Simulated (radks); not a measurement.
Excited configurations of the sulfur ion S15+: one electron is placed in a higher orbital outside the bare nucleus. The ground configuration is 1s1. Method: Dirac Kohn-Sham, PBE, spin-unpolarised, spherical densities, point nucleus; open shells fill j = l - 1/2 first; computed with a radial shooting solver on a logarithmic mesh with Libxc functionals. Excitation = E - E(ground); binding = E(ion) - E, where the ion is the core of charge +16; n* = 16/sqrt(2 binding) in atomic units. These energies are relativistic, and a one-electron ion of charge +16 with no core already has n* below n in this formula (Dirac formula, point nucleus: 2s1/2 1.996, 3s1/2 2.995, 3p1/2 2.995, 4p1/2 3.994, 4f5/2 3.999, 5p1/2 4.994, 7d3/2 6.997, 7f5/2 6.998). The quantum defect is therefore taken as that value minus n*, so that it holds no relativistic shift of the bare ion.

outer orbital  excitation (eV)  binding (eV)     n*  quantum defect  eigenvalue (eV)  <r> (bohr)
2s1/2                   2598.3        871.69  1.999          -0.003          -846.95      0.3731
3s1/2                   3081.9        388.11  2.996          -0.001          -377.51      0.8390
3p1/2                   3082.5        387.50  2.998          -0.003          -375.88      0.7780
4p1/2                   3251.5        218.51  3.992           0.002          -212.42       1.430
4f5/2                   3253.5        216.56  4.010          -0.011          -208.36       1.127
5p1/2                   3329.9        140.10  4.986           0.008          -136.36       2.268
7d3/2                   3398.4        71.574  6.976           0.021          -69.724       4.385
7f5/2                   3398.5        71.508  6.979           0.019          -69.556       4.202

The Delta-SCF ionisation energy is 3470.0 eV (NIST Atomic Spectra Database: 3494.2 eV, theoretical). Self-interaction in the functional shifts the binding energies and quantum defects, so they are the method's values and not measured ones. Spin polarisation and multiplet splitting are left out, so open shells lie too high by an amount that depends on their filling.

Beside tabulated values, note that spin-unpolarised runs miss the spin-polarisation part of the exchange energy of open shells.
